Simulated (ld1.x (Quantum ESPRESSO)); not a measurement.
Debugging a pseudopotential input (thulium (Tm), ld1.x (Quantum ESPRESSO) 7.5)

Command:

```bash
ld1.x < Tm.in > Tm.out
```

Input:

```
&input
   title='Tm', zed=69., rel=2, dft='PBESOL', iswitch=3,
   config='[Xe] 4f13 5d1 6s1 6p0', rel_dist='average',
   nld=7, rlderiv=3.85, eminld=-4.0, emaxld=5.0, deld=0.02
 /
 &inputp
   pseudotype=2, tm=.true., lloc=2,
   nlcc=.false.,
   file_pseudopw='Tm.UPF', file_wfcaegen='ae.wfc', file_wfcncgen='nc.wfc', file_beta='beta', file_chi='chi'
 /
5
6S  1  0   1.00   0.00  3.55  3.55  0.0
5P  2  1   6.00   0.00  1.50  1.50  0.0
4F  4  3  13.00   0.00  0.60  0.60  0.0
5D  3  2   1.00   0.00  2.45  2.45  0.0
 &test
   configts(1)='4f13 5p6 5d1 6s1 6p0'
 /
```

This is an input that runs to its end, with one change: count of waves off by +1. The unchanged file is no sound one. A Bessel basis up to 400 Ry misses an occupied level by 0.33 Ry, so cutoffs were not judged. Note: ghost states, extra bound levels that the all-electron valence spectrum of the same l lacks: p3/2 at -145.2 eV, s at -26.8 eV (other channels not judged).

Q: How does the run end?

A: The program refuses the input: "read_psconfig: reading pseudo wavefunctions configuration".

```
Program LD1 v.7.5

 %%%%%%%%%%%%%%%%%%%%%%%%%%%%%%%%%%%%%%%%%%%%%%%%%%%%%%%%%%%%%%%%%%%%%%%%%%%%%%
     Error in routine read_psconfig (5010):
     reading pseudo wavefunctions configuration
 %%%%%%%%%%%%%%%%%%%%%%%%%%%%%%%%%%%%%%%%%%%%%%%%%%%%%%%%%%%%%%%%%%%%%%%%%%%%%%

     stopping ...
```
